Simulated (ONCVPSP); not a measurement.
platinum ONCV: all-electron and pseudo phase curves

```json
{
  "Element": "platinum",
  "Generator": "ONCVPSP 4.0.1",
  "Type": "optimised norm-conserving Vanderbilt (ONCV)",
  "Functional": "BLYP",
  "Relativity": "non-relativistic",
  "Frozen core": "[Kr] 4d10 4f14",
  "Valence charge": "18",
  "Reference configuration": "5s2 5p6 5d9 6p1",
  "Partial waves": "5s: rc 1.65 bohr, ncon 4, nbas 9, qcut 8.1 1/bohr, 3 projectors, debl 1.3 Ha; 5p+6p: rc 2.10 bohr, ncon 4, nbas 8, qcut 6.8 1/bohr, 3 projectors, debl 1.5 Ha; 5d: rc 1.40 bohr, ncon 4, nbas 8, qcut 5.7 1/bohr, 2 projectors, debl 0.5 Ha",
  "Local potential": "polynomial inside 1.05 bohr (lpopt 5, dvloc0 0 Ha)",
  "Core correction": "Teter function fitted to the true core (icmod 2), fcfact 0.45"
}
```

In the s channel the program set the typed energies aside and used -2.999, 0.250, 1.550 Ha.

The phase is arctan(r·R′/R) of the radial function R(r), unwrapped; energies in Ha, scanned from -4 to 5 Ha. A pole is an energy at which the radial function vanishes at the test radius. The pseudo phase is shifted by a multiple of π to meet the all-electron one at the reference energy, and phase errors are pseudo minus all-electron; the curves can meet again beyond the range given. Levels narrower than the energy grid can be missing from the lists of poles.

**Question.** For each channel, where are the poles, and over which energies does the pseudopotential scatter like the atom?

**Answer.**

```csv
channel,radius (bohr),reference energy (Ha),"poles, all-electron","poles, pseudo",unbroken range about the reference energy with phases within 0.05 rad,phase error 1 Ha above the reference energy (rad)
s,1.67,-3.00,-2.51,-2.51,the whole range,-0.000
p,2.13,-0.06,"-1.79, 3.70","-1.79, 3.70",the whole range,-0.000
d,1.42,-0.32,2.63,2.62,the whole range,-0.000
```

Phases in the s channel:

```csv
E (Ha),all-electron,pseudo
-3.98,0.819,0.819
-3.74,0.443,0.443
-3.50,-0.333,-0.333
-3.26,-1.014,-1.014
-3.02,-1.321,-1.321
-2.78,-1.472,-1.472
-2.54,-1.561,-1.561
-2.30,-1.623,-1.623
-2.06,-1.670,-1.670
-1.82,-1.710,-1.710
-1.58,-1.746,-1.746
-1.34,-1.780,-1.780
-1.10,-1.814,-1.814
-0.86,-1.850,-1.850
-0.62,-1.890,-1.890
-0.38,-1.936,-1.936
-0.14,-1.990,-1.990
0.10,-2.058,-2.058
0.34,-2.144,-2.144
0.58,-2.259,-2.259
0.82,-2.416,-2.416
1.06,-2.635,-2.635
1.30,-2.928,-2.928
1.54,-3.269,-3.269
1.78,-3.594,-3.594
2.02,-3.851,-3.851
2.26,-4.037,-4.037
2.50,-4.171,-4.171
2.74,-4.268,-4.268
2.98,-4.342,-4.342
3.22,-4.399,-4.399
3.46,-4.444,-4.444
3.70,-4.482,-4.482
3.94,-4.513,-4.513
4.18,-4.539,-4.539
4.42,-4.562,-4.562
4.66,-4.581,-4.582
4.90,-4.599,-4.599
```
